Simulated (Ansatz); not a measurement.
The inner images of a band of C2H7ClOSi2 (13 atoms, charge 0, multiplicity 1) are given out of order.

The calculation used Ansatz 0.2.0, RKS r2SCAN/6-31G*.

Image 0:

```xyz
13
Properties=species:S:1:pos:R:3
O 2.274 -1.349 -1.812
C 1.592 -0.619 -0.904
Cl 2.306 -0.848 0.665
C 0.530 0.180 -1.106
Si -0.362 1.160 0.202
Si -1.686 -0.190 1.588
H 1.857 -1.199 -2.679
H 0.165 0.236 -2.135
H 0.590 1.958 1.029
H -1.259 2.116 -0.514
H -2.699 -0.919 0.769
H -2.416 0.639 2.593
H -0.871 -1.200 2.319
```

Image 8:

```xyz
13
Properties=species:S:1:pos:R:3
O 1.962 -1.199 -2.167
C 1.434 -0.541 -1.116
Cl 2.265 -0.862 0.407
C 0.379 0.281 -1.196
Si -0.409 1.206 0.212
Si -1.681 -0.194 1.597
H 2.732 -1.715 -1.880
H -0.031 0.373 -2.202
H 0.613 1.923 1.030
H -1.317 2.229 -0.386
H -2.765 -0.850 0.808
H -2.319 0.582 2.700
H -0.843 -1.266 2.207
```

Put them in order from the first end to the last, with their energies above the first end.
A.
```xyz
13
Properties=species:S:1:pos:R:3
O 2.025 -1.465 -1.952
C 1.467 -0.692 -0.988
Cl 2.235 -0.920 0.586
C 0.416 0.126 -1.138
Si -0.383 1.152 0.202
Si -1.695 -0.161 1.633
H 2.583 -0.911 -2.521
H 0.000 0.142 -2.148
H 0.641 1.909 0.978
H -1.269 2.143 -0.478
H -2.725 -0.895 0.842
H -2.402 0.697 2.628
H -0.872 -1.159 2.370
```
B.
```xyz
13
Properties=species:S:1:pos:R:3
O 2.142 -1.447 -1.880
C 1.494 -0.696 -0.957
Cl 2.193 -0.949 0.633
C 0.447 0.124 -1.141
Si -0.375 1.143 0.192
Si -1.691 -0.161 1.628
H 2.391 -0.881 -2.626
H 0.042 0.147 -2.155
H 0.637 1.909 0.977
H -1.264 2.130 -0.491
H -2.724 -0.897 0.841
H -2.398 0.700 2.621
H -0.873 -1.158 2.371
```
C.
```xyz
13
Properties=species:S:1:pos:R:3
O 1.895 -1.344 -2.134
C 1.443 -0.619 -1.089
Cl 2.341 -0.877 0.412
C 0.366 0.174 -1.151
Si -0.398 1.158 0.231
Si -1.724 -0.162 1.637
H 2.864 -1.280 -2.178
H -0.062 0.233 -2.152
H 0.649 1.869 1.020
H -1.265 2.188 -0.415
H -2.756 -0.874 0.830
H -2.425 0.681 2.649
H -0.908 -1.181 2.356
```
D.
```xyz
13
Properties=species:S:1:pos:R:3
O 1.923 -1.260 -2.179
C 1.447 -0.565 -1.126
Cl 2.349 -0.837 0.367
C 0.368 0.227 -1.179
Si -0.401 1.169 0.227
Si -1.719 -0.177 1.622
H 2.839 -1.531 -2.003
H -0.072 0.297 -2.175
H 0.641 1.861 1.041
H -1.278 2.213 -0.380
H -2.774 -0.866 0.824
H -2.396 0.652 2.663
H -0.907 -1.219 2.312
```
E.
```xyz
13
Properties=species:S:1:pos:R:3
O 2.255 -1.379 -1.835
C 1.531 -0.680 -0.930
Cl 2.178 -0.968 0.664
C 0.475 0.124 -1.138
Si -0.374 1.131 0.183
Si -1.691 -0.164 1.626
H 2.184 -0.929 -2.693
H 0.099 0.171 -2.163
H 0.624 1.910 0.975
H -1.265 2.110 -0.510
H -2.725 -0.904 0.845
H -2.396 0.702 2.616
H -0.873 -1.158 2.374
```
F.
```xyz
13
Properties=species:S:1:pos:R:3
O 1.922 -1.424 -2.050
C 1.446 -0.665 -1.036
Cl 2.292 -0.901 0.502
C 0.385 0.143 -1.138
Si -0.393 1.157 0.219
Si -1.709 -0.160 1.637
H 2.770 -1.061 -2.356
H -0.032 0.179 -2.146
H 0.646 1.892 0.996
H -1.267 2.165 -0.451
H -2.738 -0.883 0.834
H -2.415 0.691 2.639
H -0.887 -1.167 2.364
```
G.
```xyz
13
Properties=species:S:1:pos:R:3
O 2.302 -1.331 -1.828
C 1.574 -0.650 -0.918
Cl 2.219 -0.948 0.670
C 0.513 0.150 -1.126
Si -0.375 1.130 0.186
Si -1.693 -0.177 1.618
H 1.991 -1.060 -2.709
H 0.171 0.232 -2.161
H 0.593 1.928 0.995
H -1.273 2.088 -0.525
H -2.724 -0.920 0.836
H -2.401 0.692 2.603
H -0.877 -1.169 2.373
```

G (+0.5 kJ/mol), E (+4.4 kJ/mol), B (+11.8 kJ/mol), A (+15.6 kJ/mol), F (+10.4 kJ/mol), C (+1.8 kJ/mol), D (-2.6 kJ/mol).

The run took 6.7 min on 2 threads of Arm Neoverse V1, with other jobs on the host, peak memory 0.21 GiB.
